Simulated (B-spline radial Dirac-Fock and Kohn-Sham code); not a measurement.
Method: configuration-average Dirac-Fock orbitals. Computed with a radial B-spline solver.

Q: This computed X-ray form factor belongs to an atom or ion in its tabulated ground configuration. Which?

```
sin θ/λ (Å⁻¹)      f₀
         0.07  20.958
         0.13  20.856
          0.2  20.662
         0.25  20.476
         0.48  19.162
         0.74  17.011
         2.17   6.973
         3.34   4.779
         6.36   1.818
```

A: Te³¹⁺, with 21 electrons in [Ar] 3d3. f₀ tends to the number of electrons as s goes to zero, which the first rows give only roughly, and the rate of fall reflects the nuclear charge, 52.

Q: This computed X-ray form factor belongs to an atom or ion in its tabulated ground configuration. Which?

```
sin θ/λ (Å⁻¹)      f₀
         0.16  15.603
         0.32  14.515
         0.38  13.979
         0.65  11.251
         0.93   8.786
          1.1   7.702
         1.32   6.695
         2.23   4.178
         3.17   2.393
```

A: As¹⁷⁺, with 16 electrons in [Ne] 3s2 3p4. f₀ tends to the number of electrons as s goes to zero, which the first rows give only roughly, and the rate of fall reflects the nuclear charge, 33.
